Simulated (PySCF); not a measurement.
C2H3AuN, neutral, multiplicity 2. Atoms are numbered in the order given.

```xyz
7

Au    -0.0302    -0.7269     0.0000
C     -0.2490     3.6546     0.0000
N      0.2301     2.3298     0.0000
C      0.5696     1.1894     0.0000
H     -0.8713     3.8375    -0.9003
H      0.5931     4.3776     0.0000
H     -0.8713     3.8375     0.9003
```
Charge 0, spin multiplicity 2.

Coordinates come from a PBE-D3(BJ)/def2-SVP optimisation. The geometry has at least one imaginary mode, so it is a saddle point at that level. The multiplicity is an assumed one; other spin states were not compared. The isomer is the one that the SMILES or the coordinates give; other isomers of the formula were not compared. The def2 effective core potentials stand for the cores of Au; spin–orbit coupling is left out.

These are PBE-D3(BJ)/def2-SVP in PySCF values and carry that method's errors.

Frequencies are harmonic and unscaled.

Question: Give all harmonic wavenumbers and intensities. (An estimate is asked for; the answer gives what the named calculation found.)

Answer: 
```tsv
mode	ν (cm⁻¹)	IR (km/mol)	moving atoms (share of kinetic energy)
1	39i	0.1	H 71 %, C 24 %
2	83	16.6	C 49 %, N 26 %, H 21 %
3	230	6.6	N 58 %, C 27 %, Au 8 %
4	281	4.4	N 55 %, C 32 %, H 13 %
5	390	5.8	C 82 %, N 9 %
6	1001	4.2	C 75 %, N 13 %, H 12 %
7	1077	1.5	H 73 %, C 20 %
8	1083	0.6	H 74 %, C 21 %
9	1377	55.6	H 83 %, C 17 %
10	1400	8.6	H 97 %
11	1404	11.6	H 97 %
12	2152	765.8	N 55 %, C 45 %
13	2961	40.1	H 97 %
14	3051	4.6	H 90 %, C 10 %
15	3058	1.6	H 90 %, C 10 %
```
